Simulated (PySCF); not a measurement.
C4H8O2, SMILES C1[C@@H]([C@@]1(C)O)O. Geometry: ωB97X-D3(BJ)/def2-SVP. The structure was generated by enumeration; whether it is a known compound was not checked. One conformer was computed; it need not be the lowest.

Computed equilibrium geometry at ωB97X-D3(BJ)/def2-SVP (PySCF confirms it by a frequency run) as bond lengths and angles (one conformer of several):
Atoms: C1 C2 O3 C4 C5 O6 H7 H8 H9 H10 H11 H12 H13 H14. Bonds (Å): C1–C2 1.510, C1–H7 1.098, C1–H8 1.103, C1–H9 1.101, C2–O3 1.400, C2–C4 1.501, C2–C5 1.501, O3–H10 0.965, C4–C5 1.513, C4–H11 1.094, C4–H12 1.093, C5–O6 1.393, C5–H13 1.100, O6–H14 0.964. Angles (°): C2–C1–H7 110.9, C2–C1–H8 110.3, C2–C1–H9 110.1, H7–C1–H8 107.6, H7–C1–H9 109.6, H8–C1–H9 108.4, C1–C2–O3 115.1, C1–C2–C4 120.4, C1–C2–C5 119.8, O3–C2–C4 113.7, O3–C2–C5 116.5, C4–C2–C5 60.5, C2–O3–H10 107.3, C2–C4–C5 59.7, C2–C4–H11 117.2, C2–C4–H12 116.9, C5–C4–H11 117.1, C5–C4–H12 118.0, H11–C4–H12 116.1, C2–C5–C4 59.7, C2–C5–O6 117.8, C2–C5–H13 115.3, C4–C5–O6 119.8, C4–C5–H13 116.6, O6–C5–H13 115.9, C5–O6–H14 107.8.
Charge 0, spin multiplicity 1.
